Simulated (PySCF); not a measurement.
iminoborane (BH₂N), SMILES B=N. Atoms are numbered in the order given.

```xyz
4

B      0.0000     0.0000     0.6923
N      0.0000     0.0000    -0.5410
H      0.0000     0.0000     1.8591
H      0.0000     0.0000    -1.5332
```
Charge 0, spin multiplicity 1.

Geometry: B3LYP-D3(BJ)/def2-TZVPD.

The numbers are results of PBE/pcJ-1 (PySCF), not measurements.

Isotropic couplings with Fermi-contact, spin-dipole and both spin-orbit terms, one fixed conformer, no vibrational averaging. Isotopes: 11B, 14N, 1H.

### Question
Estimate the spin–spin coupling constants. (An estimate is asked for; the answer gives what the named calculation found.)

### Answer

```json
[
 {"pair": "B1–N2", "bonds apart": "1", "J (Hz)": "62.6"},
 {"pair": "B1–H3", "bonds apart": "1", "J (Hz)": "243.4"},
 {"pair": "N2–H4", "bonds apart": "1", "J (Hz)": "79.8"},
 {"pair": "B1–H4", "bonds apart": "2", "J (Hz)": "60.1"},
 {"pair": "N2–H3", "bonds apart": "2", "J (Hz)": "12.2"},
 {"pair": "H3–H4", "bonds apart": "3", "J (Hz)": "7.0"}
]
```
